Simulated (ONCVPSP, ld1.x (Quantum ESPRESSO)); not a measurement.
Potentials for Ga (Z = 31) compared

Generated with ld1.x 7.5 (TM, RRKJ, ultrasoft, PAW), atompaw 4.2 or ONCVPSP 4.0.1. The cutoff is in Ry: for ld1.x and atompaw files where the sum of valence levels is converged to 10 mRy in a Bessel basis, for ONCV files where the hardest occupied wave has 1 mHa per electron of residual kinetic energy. The error is the largest all-electron minus pseudo excitation energy over each file’s own four to seven test configurations (ionisations up to +4, promotions, holes and added fractions of an electron), all of which were solved. The labels leave out finer settings (local radius, basis sizes, second energies), which also bear on the numbers. Spin-polarised tests are not counted. The rows are a selection from randomly drawn settings: files with unsolved tests, undetermined cutoffs or missed reference levels are left out.

A true bound ghost makes a file unfit for plane-wave use even where its test errors are small: the radial tests pick states by their node count and pass the ghost by.

| potential | cutoff (Ry) | largest error (meV) | bound ghosts |
| --- | --- | --- | --- |
| ultrasoft, PBE, scalar-relativistic, rc 1.95/2.70/1.30 (spd), local smoothed, core correction no, reference 3d10 4s2 4p1 | 80 | -387 | none |
| ONCV, PBE, fully relativistic, rc 1.95/2.40 (sp), local smoothed, core correction yes, reference 4s2 4p0.5, qcut 3.6/4, projectors 2/1 | 12 | -177 | none |
| TM, LDA (PZ), scalar-relativistic, rc 1.60/2.85/2.80 (spd), local smoothed, core correction no, reference 4s2 4p1 | 15 | +124 | none |
| RRKJ, LDA (PZ), scalar-relativistic, rc 1.80/2.80/2.60 (spd), local d, core correction no, reference 4s2 4p1 | 30 | +98 | p |
| TM, PW91, scalar-relativistic, rc 1.35/1.60/1.60 (spd), local s, core correction no, reference 4s2 4p0.5 | 40 | +138 | p, d |

Q: Fill in the row for Ga: TM, PBEsol, scalar-relativistic, rc 2.00/2.15 (sp), local s, core correction yes, reference 4s1 4p2.

A: cutoff 12 Ry, largest error -91 meV, bound ghosts: none.

Q: Fill in the row for Ga: RRKJ, LDA (PZ), scalar-relativistic, rc 1.80/2.70/2.95 (spd), local smoothed, core correction no, reference 4s1 4p2.

A: cutoff 18 Ry, largest error +101 meV, bound ghosts: none.
